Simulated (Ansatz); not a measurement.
## Br⁻ ··· HCN

The pair of Br⁻ (SMILES [Br-], atom 1) and HCN (SMILES C#N, atoms 2–4), both closed shells, in one local arrangement (a lower one may exist), relaxed at PBE0-D4/def2-TZVPD:

| atom | x (Å) | y (Å) | z (Å) |
| --- | --- | --- | --- |
| Br1 | -0.7081 | 0.0396 | -2.4219 |
| C2 | 0.2327 | -0.0130 | 0.7960 |
| N3 | 0.5554 | -0.0311 | 1.8993 |
| H4 | -0.0800 | 0.0045 | -0.2734 |

Computed with Ansatz 0.2.0 (basis: def2-TZVPPD, with def2-QZVPPD for the basis limit); correlated methods freeze the cores. Filled d shells of the heavier atoms are correlated. The def2 sets are not built for correlating such inner shells, so the correlated values are less sure here. B3LYP uses VWN-RPA correlation. Extrapolation: Hartree–Fock as exp(−7.88 √X), correlation as X^−2.97. Interaction energies count from these two fragments, frozen as in the pair, with the counterpoise correction; negative means bound.

What is the interaction energy by CCSD(T) at an estimated basis limit (MP2 extrapolated from triple and quadruple zeta, plus CCSD(T) − MP2 in triple zeta)? (To be estimated.)

By the calculation: -83.3 kJ/mol. Hartree–Fock alone gives -73.6 kJ/mol at the basis limit. It counts from the two fragments frozen as in the pair.

The same quantity by other methods in triple zeta, and each one's difference from that estimate:
```json
{"method": "PBE-D4", "E_int (kJ/mol)": "-87.4", "difference": "-4.1"}
{"method": "revPBE-D4", "E_int (kJ/mol)": "-83.6", "difference": "-0.3"}
{"method": "BLYP-D4", "E_int (kJ/mol)": "-82.3", "difference": "1.0"}
{"method": "r2SCAN-D4", "E_int (kJ/mol)": "-86.1", "difference": "-2.8"}
{"method": "B97M-V", "E_int (kJ/mol)": "-82.4", "difference": "0.9"}
{"method": "PBE0-D4", "E_int (kJ/mol)": "-88.4", "difference": "-5.1"}
{"method": "B3LYP-D4", "E_int (kJ/mol)": "-84.8", "difference": "-1.5"}
{"method": "HSE06-D4", "E_int (kJ/mol)": "-88.6", "difference": "-5.3"}
{"method": "wB97X-V", "E_int (kJ/mol)": "-84.0", "difference": "-0.7"}
{"method": "wB97M-V", "E_int (kJ/mol)": "-83.8", "difference": "-0.5"}
{"method": "B2PLYP", "E_int (kJ/mol)": "-80.1", "difference": "3.2"}
{"method": "HF", "E_int (kJ/mol)": "-73.2", "difference": "10.1"}
{"method": "MP2", "E_int (kJ/mol)": "-80.3", "difference": "3.0"}
{"method": "CCSD", "E_int (kJ/mol)": "-77.2", "difference": "6.1"}
{"method": "CCSD(T)", "E_int (kJ/mol)": "-78.5", "difference": "4.8"}
```
Differences are method less estimate.

Which atoms make the shortest contact between the fragments?

Br1 and H4, 2.24 Å apart.

Energy to bend the free fragments (PBE0-D4 minima) into their shapes in the pair, CCSD(T)/def2-TZVPPD: HCN 3.2 kJ/mol. This must be added to the interaction energy to get the binding energy from relaxed fragments.

Basis-set superposition shift (counterpoise-corrected less uncorrected): CCSD(T) 6.4; MP2 6.2; HF 0.5; PBE0-D4 0.7; wB97M-V 0.6 kJ/mol.

The T1 diagnostic stays at or below 0.015.

For scale, one of the runs: CCSD(T)/def2-TZVPPD, 148 basis functions (an equivalent command: `ansatz run in.yaml --threads 2`). Time: 9.5 s of wall clock on 2 CPU threads; the host was shared. Peak host memory: 0.72 GiB.
